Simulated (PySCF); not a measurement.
Species: H₆N₂SSi₂.
Bonds: S1–Si2, Si2–N3, N3–Si4, Si4–N5, Si2–N5. Hydrogens: H6 on S1; H7 on Si2; H8 on N3; H9, H10 on Si4; H11 on N5.

The same species was optimised twice, with GFN2-xTB and with PBE0-D3(BJ)/def2-SVP (PySCF), and the same property calculations (PySCF, gas phase) were run on both structures.

| coordinate | GFN2-xTB | PBE0-D3(BJ)/def2-SVP | change |
| --- | --- | --- | --- |
| Si2–H7 (Å) | 1.450 | 1.490 | +0.040 |
| Si4–H9 (Å) | 1.457 | 1.498 | +0.041 |
| Si4–H10 (Å) | 1.457 | 1.496 | +0.039 |
| S1–H6 (Å) | 1.323 | 1.352 | +0.029 |
| Si2–N5 (Å) | 1.734 | 1.742 | +0.008 |
| Si2–N3 (Å) | 1.735 | 1.742 | +0.007 |
| N5–H11 (Å) | 1.002 | 1.009 | +0.007 |
| N3–H8 (Å) | 1.002 | 1.009 | +0.007 |
| Si4–N5 (Å) | 1.742 | 1.747 | +0.005 |
| N3–Si4 (Å) | 1.743 | 1.747 | +0.004 |
| S1–Si2 (Å) | 2.137 | 2.140 | +0.003 |
| H9–Si4–H10 (°) | 115.6 | 107.3 | -8.3 |
| S1–Si2–H7 (°) | 106.1 | 102.0 | -4.1 |
| N3–Si4–N5 (°) | 83.1 | 86.1 | +3.0 |
| N3–Si2–N5 (°) | 83.5 | 86.5 | +3.0 |
| Si2–N5–Si4 (°) | 96.4 | 93.7 | -2.7 |
| Si2–N3–Si4 (°) | 96.4 | 93.7 | -2.7 |
| N3–Si4–H9 (°) | 113.1 | 115.7 | +2.6 |
| Si4–N3–H8 (°) | 131.3 | 133.8 | +2.5 |

Rotational constants: A = 6575, B = 1454, C = 1387 MHz (GFN2-xTB) against A = 6339, B = 1464, C = 1386 MHz (PBE0-D3(BJ)/def2-SVP). Point groups within 0.08 Å: Cs and Cs.

On the GFN2-xTB structure: lowest singlet, TDDFT (eV) 5.79 [CAM-B3LYP/def2-SVPD]; isotropic polarisability (au) 82.4 [CAM-B3LYP/def2-SVPD]; HOMO (eV) -8.41 [CAM-B3LYP/def2-SVPD]; LUMO (eV) 0.60 [CAM-B3LYP/def2-SVPD]; dipole (D) 1.77 [CAM-B3LYP/def2-SVPD]; HOMO (eV) -7.01 [PBE0/pcSseg-1]; LUMO (eV) -0.13 [PBE0/pcSseg-1]; dipole (D) 2.00 [PBE0/pcSseg-1]; GIAO shielding of S1 (ppm) 636.0 [PBE0/pcSseg-1]; GIAO shielding of Si2 (ppm) 354.5 [PBE0/pcSseg-1]; GIAO shielding of N3/N5 (mean) (ppm) 235.2 [PBE0/pcSseg-1]; GIAO shielding of Si4 (ppm) 376.2 [PBE0/pcSseg-1]; S1s of S1 (eV) 2476.76 [delta-SCF UKS SCAN, pcX-2 on the ionised atom, pcseg-1 elsewhere, spin-free X2C]; S2p of S1 (eV) 169.35 [delta-SCF UKS SCAN, pcX-2 on the ionised atom, pcseg-1 elsewhere, spin-free X2C]; Si1s of Si2 (eV) 1847.33 [delta-SCF UKS SCAN, pcX-2 on the ionised atom, pcseg-1 elsewhere, spin-free X2C]; Si2p of Si2 (eV) 107.50 [delta-SCF UKS SCAN, pcX-2 on the ionised atom, pcseg-1 elsewhere, spin-free X2C]; N1s of N3 (eV) 403.79 [delta-SCF UKS SCAN, pcX-2 on the ionised atom, pcseg-1 elsewhere, spin-free X2C]; Si1s of Si4 (eV) 1847.14 [delta-SCF UKS SCAN, pcX-2 on the ionised atom, pcseg-1 elsewhere, spin-free X2C]; Si2p of Si4 (eV) 107.39 [delta-SCF UKS SCAN, pcX-2 on the ionised atom, pcseg-1 elsewhere, spin-free X2C].

Question: What do these properties become on the PBE0-D3(BJ)/def2-SVP structure?

Answer: 
```tsv
property	level	on GFN2-xTB	on PBE0-D3(BJ)/def2-SVP	change
lowest singlet, TDDFT (eV)	CAM-B3LYP/def2-SVPD	5.79	6.09	+0.30
isotropic polarisability (au)	CAM-B3LYP/def2-SVPD	82.4	84.0	+1.6
HOMO (eV)	CAM-B3LYP/def2-SVPD	-8.41	-8.58	-0.17
LUMO (eV)	CAM-B3LYP/def2-SVPD	0.60	0.68	+0.08
dipole (D)	CAM-B3LYP/def2-SVPD	1.77	1.38	-0.39
energy, GFN2-xTB geometry as zero (kcal/mol)	CAM-B3LYP/def2-SVPD	0.0	-3.5	-3.5
HOMO (eV)	PBE0/pcSseg-1	-7.01	-7.21	-0.20
LUMO (eV)	PBE0/pcSseg-1	-0.13	-0.05	+0.08
dipole (D)	PBE0/pcSseg-1	2.00	1.62	-0.38
energy, GFN2-xTB geometry as zero (kcal/mol)	PBE0/pcSseg-1	0.0	-3.5	-3.5
GIAO shielding of S1 (ppm)	PBE0/pcSseg-1	636.0	627.7	-8.3
GIAO shielding of Si2 (ppm)	PBE0/pcSseg-1	354.5	358.0	+3.5
GIAO shielding of N3/N5 (mean) (ppm)	PBE0/pcSseg-1	235.2	235.7	+0.5
GIAO shielding of Si4 (ppm)	PBE0/pcSseg-1	376.2	376.4	+0.2
S1s of S1 (eV)	delta-SCF UKS SCAN, pcX-2 on the ionised atom, pcseg-1 elsewhere, spin-free X2C	2476.76	2476.88	+0.12
S2p of S1 (eV)	delta-SCF UKS SCAN, pcX-2 on the ionised atom, pcseg-1 elsewhere, spin-free X2C	169.35	169.52	+0.17
Si1s of Si2 (eV)	delta-SCF UKS SCAN, pcX-2 on the ionised atom, pcseg-1 elsewhere, spin-free X2C	1847.33	1847.51	+0.18
Si2p of Si2 (eV)	delta-SCF UKS SCAN, pcX-2 on the ionised atom, pcseg-1 elsewhere, spin-free X2C	107.50	107.66	+0.16
N1s of N3 (eV)	delta-SCF UKS SCAN, pcX-2 on the ionised atom, pcseg-1 elsewhere, spin-free X2C	403.79	404.04	+0.25
Si1s of Si4 (eV)	delta-SCF UKS SCAN, pcX-2 on the ionised atom, pcseg-1 elsewhere, spin-free X2C	1847.14	1847.35	+0.21
Si2p of Si4 (eV)	delta-SCF UKS SCAN, pcX-2 on the ionised atom, pcseg-1 elsewhere, spin-free X2C	107.39	107.56	+0.17
```

The heavy atoms differ by 0.048 Å rms after alignment. Among all bonds Si2–H7 and Si4–H9 change most and about equally (+0.040 to +0.041 Å). Changes are differences of the printed values. Neither structure is proved a minimum here.

Shape of the structure used: `[SH:1][SiH:2]1[NH:3][SiH2:4][NH:5]1`: H–S1–Si2–N3 50°.
